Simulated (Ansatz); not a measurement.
Basis-set extrapolation for C2H5O2Si, SMILES `CC(=O)O[SiH2]` radical (PBE0-D4/def2-TZVP geometry, frozen core, the Gaussian-basis code of Ansatz). Multiplicity 2, UHF reference.

```tsv
	def2-TZVPP	def2-QZVPP
HF	-517.431683	-517.451391
MP2 correlation	-0.889383	-0.955788
CCSD(T) correlation	-0.957817	not run
```

Energies in hartree. Use E(X) = E(∞) + A·exp(−7.88·√X) for Hartree–Fock and E(X) = E(∞) + B·X^(−2.97) for correlation, with X = 3 and 4, and add CCSD(T) minus MP2 of the smaller set to the MP2 limit.

Question: What is the CCSD(T) energy at the basis-set limit?

Answer: HF limit: -517.451391 + (-0.019708) × 0.13774 = -517.45411. MP2 limit: -0.955788 + (-0.066405) × 0.74074 = -1.00498. Higher-order term: -0.957817 − (-0.889383) = -0.06843. Total: -518.52752 hartree, 86.6 kcal/mol below CCSD(T)/def2-TZVPP.
